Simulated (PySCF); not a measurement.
**C₆ coefficients of unlike pairs at PBE0**

Calculated with PySCF 2.14 from the dipole response of each species, C₆(A,B) = (3/π) ∫ α_A(iu) α_B(iu) du, in atomic units, from isotropic polarisabilities. For ions this is the dispersion term alone; charge-induced terms of lower order in 1/R come first.

| species | configuration | basis | relativity | α (bohr³) | C₆ (like pair) |
| --- | --- | --- | --- | --- | --- |
| F³⁺ | [He] 2s2 2p2 (3P) | aug-cc-pVQZ (6s5p4d3f2g) | none | 0.9454 | 0.8522 |
| Cl | [Ne] 3s2 3p5 (2P) | dyall-acv3z (19s12p6d4f) | none | 14.67 | 93.26 |
| Cd³⁺ | [Kr] 4d9 (2D) | x2c-QZVPPall with one added diffuse shell each of s, p, d, f, g type (14s9p8d5f3g) | spin-free X2C | 3.698 | 16.51 |
| Li | [He] 2s1 (2S) | def2-TZVPPD (5s4p1d) | none | 145.3 | 1179 |

(1) Estimate C₆ for Li with F³⁺.

No spin-orbit coupling is included.

The other pairs:

```
     pair     C₆
   Li, Cl  212.9
 Cd³⁺, Cl  34.79
Cd³⁺, F³⁺  3.739
 Li, Cd³⁺  58.66
  Cl, F³⁺  8.179
```

## Answers

(1) The integral gives 14.70. The combination rule 2 C_A C_B / (C_A α_B/α_A + C_B α_A/α_B) gives 14.50 and the geometric mean 31.70.
